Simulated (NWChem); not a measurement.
System meant: CH$_{5}$ClFNSi; SMILES [Si@@H](CF)(Cl)N

Here is an NWChem input.

```
start job
memory heap 200 mb stack 900 mb global 1100 mb
geometry units angstroms noautoz
  N     -1.834781    -0.211447     0.163096
  Si    -0.240595     0.043562    -0.393948
  Cl     0.677827     1.790167     0.306754
  C      0.902838    -1.321378     0.240411
  F      0.488774    -2.556301    -0.208352
  H     -2.621494     0.234619    -0.294009
  H     -2.034440    -0.414021     1.135976
  H     -0.286729     0.136796    -1.874739
  H      0.923884    -1.318009     1.346212
  H      1.937945    -1.133230    -0.096637
end
basis spherical
  N library def2-svp
  Si library def2-svp
  Cl library def2-svp
  C library def2-svp
  F library def2-svp
  H library def2-svp
end
dft
  odft
  mult 2
  xc pbe0
  iterations 150
  mulliken
end
task dft energy
```

End of the output:

```
 Summary of "ao basis" -> "" (spherical)
 ------------------------------------------------------------------------------
       Tag                 Description            Shells   Functions and Types
 ---------------- ------------------------------  ------  ---------------------
 N                          def2-svp                 6       14   3s2p1d
 Si                         def2-svp                 8       18   4s3p1d
 Cl                         def2-svp                 8       18   4s3p1d
 C                          def2-svp                 6       14   3s2p1d
 F                          def2-svp                 6       14   3s2p1d
 H                          def2-svp                 3        5   2s1p

                                 NWChem DFT Module
                                 -----------------

 Summary of "ao basis" -> "ao basis" (spherical)
 ------------------------------------------------------------------------------
       Tag                 Description            Shells   Functions and Types
 ---------------- ------------------------------  ------  ---------------------
 N                          def2-svp                 6       14   3s2p1d
 Si                         def2-svp                 8       18   4s3p1d
 Cl                         def2-svp                 8       18   4s3p1d
 C                          def2-svp                 6       14   3s2p1d
 F                          def2-svp                 6       14   3s2p1d
 H                          def2-svp                 3        5   2s1p

  number of electrons :                   58
  multiplicity        :                    2
 ------------------------------------------------------------------------
  no. of electrons and multiplicity not compatible                  58
 ------------------------------------------------------------------------
 ------------------------------------------------------------------------
  current input line :
    30: task dft energy
 ------------------------------------------------------------------------
 ------------------------------------------------------------------------
 There is an error in the input file
 ------------------------------------------------------------------------
 For more information see the NWChem manual at https://nwchemgit.github.io

0: no. of electrons and multiplicity not compatible:Received an Error in Communication
```

Q: What is wrong, and how is it mended?

A: The input was rejected before any calculation. Cause: the multiplicity doesn't fit the number of electrons (an even count wants an odd multiplicity, and the reverse). This input runs:
```
start job
memory heap 200 mb stack 900 mb global 1100 mb
geometry units angstroms noautoz
  N     -1.834781    -0.211447     0.163096
  Si    -0.240595     0.043562    -0.393948
  Cl     0.677827     1.790167     0.306754
  C      0.902838    -1.321378     0.240411
  F      0.488774    -2.556301    -0.208352
  H     -2.621494     0.234619    -0.294009
  H     -2.034440    -0.414021     1.135976
  H     -0.286729     0.136796    -1.874739
  H      0.923884    -1.318009     1.346212
  H      1.937945    -1.133230    -0.096637
end
basis spherical
  * library def2-svp
end
dft
  xc pbe0
  iterations 150
  mulliken
end
task dft energy
```
It converges to -944.60931 Ha (PBE0/def2-SVP).
